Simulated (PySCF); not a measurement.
Relaxation of singlet SiCl₄

Computed with PBE0 in PySCF with Si def2-TZVP, Cl def2-TZVP; no relativity; density-fitted integrals. A (50,194) grid was used.

A start displaced from a saddle point along its imaginary mode, of D2d symmetry, held to at least that symmetry:

```xyz
5
charge 0 multiplicity 1, angstrom
Si    0.0000    0.0000    0.0000
Cl    2.0834    0.0000   -0.2500
Cl    0.0000    2.0834    0.2500
Cl   -2.0834    0.0000   -0.2500
Cl    0.0000   -2.0834    0.2500
```

What forces act on the atoms at the start (eV/Å)?


```json
{"atom": "Si1", "Fx": "0.00", "Fy": "0.00", "Fz": "0.00"}
{"atom": "Cl2", "Fx": "-0.46", "Fy": "0.00", "Fz": "-0.41"}
{"atom": "Cl3", "Fx": "0.00", "Fy": "-0.46", "Fz": "0.41"}
{"atom": "Cl4", "Fx": "0.46", "Fy": "0.00", "Fz": "-0.41"}
{"atom": "Cl5", "Fx": "0.00", "Fy": "0.46", "Fz": "0.41"}
```

What does it relax to?

It ends at Td with Si–Cl 2.022 Å (×4); Cl–Si–Cl 109.5° (×6) (after a last refinement on a finer grid). A frequency run shows a minimum. Other isomers or separated fragments may lie lower.

How much energy is released, and in how many steps?

236.7 kJ/mol in 9 steps.
